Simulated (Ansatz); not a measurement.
Conformers of ClGaH$_{2}$OS (`[OH][Ga]([SH])[Cl]`), each relaxed with PBE0-D4/def2-TZVP in Ansatz. CBS adds the triple-zeta coupled-cluster correction to the MP2 limit.

Outer-core shells of Ga are correlated without core-valence functions. Scalar relativity is left out up to krypton. Spin–orbit coupling is left out.

Not all of them had a frequency check.

Conformer A:

Z-matrix (Å, degrees):
```
Ga
S 1 2.185
Cl 1 2.125 2 120.9
O 1 1.771 2 123.2 3 -180.0
H 2 1.344 1 92.4 3 -0.0
H 4 0.960 1 114.1 2 -0.1
```

Conformer B:

```xyz
6

O     0.271    1.678   -0.723
Ga   -0.050    0.082   -0.029
S     1.602   -1.275    0.365
Cl   -2.074   -0.460    0.403
H    -0.525    2.199   -0.858
H     0.777   -2.223    0.842
```

(1) Which is lowest in electronic energy at CCSD(T)/CBS (frozen core, def2 sets), and by how much? (Estimate.)

(2) Give the energies relative to B (kJ/mol) with ωB97X-V/def2-TZVPP, ωB97M-V/def2-TZVPP, PBE/def2-TZVPP, PBE0/def2-TZVPP, HF/def2-TZVPP, MP2/def2-TZVPP, SCS-MP2/def2-TZVPP. (Estimate.)

Results:

(1) Ansatz gave: B; A lies 3.5 kJ/mol higher.

(2) Computed: 
```tsv
level	A
ωB97X-V/def2-TZVPP	3.7
ωB97M-V/def2-TZVPP	3.9
PBE/def2-TZVPP	3.9
PBE0/def2-TZVPP	3.8
HF/def2-TZVPP	3.5
MP2/def2-TZVPP	3.6
SCS-MP2/def2-TZVPP	3.6
```
